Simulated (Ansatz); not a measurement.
Isomers of C3H7NOSi, relaxed with PBE0-D4/def2-TZVP in Ansatz; electronic energies, one conformer each and not always the lowest. Functionals use def2-TZVPP; CBS adds triple-zeta CCSD(T) − MP2 to the MP2 limit of def2-TZVPP and def2-QZVPP.

Problem. Order them by energy at frozen-core CCSD(T)/CBS, lowest first. (Best estimate.)
A. `CO[SiH](C)C#N`
B. `C=C1O[Si]1(C)N`
C. `C[SiH2]C1N=CO1`
D. `C=C1O[SiH2]C1N`
E. `C/C=C1\N[SiH2]O1`
F. `COC1=N[SiH]1C`

Solution. A (0.0 kJ/mol), B (65.0 kJ/mol), E (84.2 kJ/mol), D (171.6 kJ/mol), F (236.7 kJ/mol), C (268.5 kJ/mol).

Problem. How do PBE-D4, ωB97M-V, B2PLYP, MP2/CBS(def2) place them (kJ/mol, against `CO[SiH](C)C#N`)? (An estimate is asked.)

Solution. Ansatz gave: 
```json
{"isomer": "`C[SiH2]C1N=CO1`", "PBE-D4": "219.6", "ωB97M-V": "257.8", "B2PLYP": "275.4", "MP2/CBS(def2)": "276.4"}
{"isomer": "`C=C1O[Si]1(C)N`", "PBE-D4": "29.1", "ωB97M-V": "56.8", "B2PLYP": "71.2", "MP2/CBS(def2)": "63.0"}
{"isomer": "`COC1=N[SiH]1C`", "PBE-D4": "186.8", "ωB97M-V": "223.9", "B2PLYP": "236.8", "MP2/CBS(def2)": "240.0"}
{"isomer": "`C/C=C1\\N[SiH2]O1`", "PBE-D4": "53.0", "ωB97M-V": "75.4", "B2PLYP": "90.4", "MP2/CBS(def2)": "83.6"}
{"isomer": "`C=C1O[SiH2]C1N`", "PBE-D4": "133.2", "ωB97M-V": "162.2", "B2PLYP": "181.2", "MP2/CBS(def2)": "176.2"}
```
